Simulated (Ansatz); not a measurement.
Geometry optimisation, RKS B3LYP/cc-pVDZ in Ansatz.

Input file:

```yaml
crystal:
  periodic: [false, false, false]
  atoms:
    - { symbol: "N", position_ang: [-0.9122, 1.0767, -1.0602] }
    - { symbol: B, position_ang: [-0.3904, 0.0604, -0.1465] }
    - { symbol: C, position_ang: [0.6272, -1.0159, 0.2387] }
    - { symbol: "N", position_ang: [-0.2895, -0.7268, 1.2016] }
    - { symbol: H, position_ang: [-0.3257, 1.1647, -1.9189] }
    - { symbol: H, position_ang: [-0.8811, 2.0506, -0.5728] }
    - { symbol: H, position_ang: [0.5522, -1.9946, -0.2469] }
    - { symbol: H, position_ang: [1.7009, -0.6072, 0.523] }
    - { symbol: H, position_ang: [0.0071, -0.0543, 1.9649] }
basis:
  gaussian: { orbitals: cc-pVDZ }
hamiltonian:
  xc: b3lyp
relax:
  f_tol: 0.02
  max_steps: 40
output:
  orbitals: {}
```

Run as:

```bash
$ ansatz run input.yaml --threads 1 --pin off --max-ram 2048MiB --backend cpu --events-out ev --progress --plain --runs-dir out
```

**Question.** Where does it end, and by what steps?

**Answer.** The forces met the threshold. After 11 steps the energy has fallen by 1.509 eV; H6 moved furthest, 0.44 Å.

```csv
step,energy less start (eV),largest force component (eV/Å),accepted
0,0.0000,4.914,yes
1,-0.9902,2.502,yes
2,-1.3401,2.025,yes
3,-1.4037,1.472,yes
4,-1.4580,0.639,yes
5,-1.5004,0.420,yes
6,-1.4996,0.377,no
7,-1.5062,0.258,yes
8,-1.5090,0.050,yes
9,-1.5091,0.020,yes
10,-1.5093,0.044,yes
11,-1.5093,0.012,yes
```

```xyz
9
Properties=species:S:1:pos:R:3
N -0.636 1.195 -0.952
B -0.214 0.140 -0.149
C 0.701 -1.056 0.184
N -0.323 -0.455 1.116
H -0.363 1.286 -1.921
H -1.289 1.901 -0.637
H 0.509 -2.102 -0.087
H 1.763 -0.856 0.398
H -0.060 -0.100 2.030
```

The run took 35 s on 1 thread of AMD EPYC 7R43 64-Core Processor (Zen 3), on a shared host, peak memory 0.16 GiB.
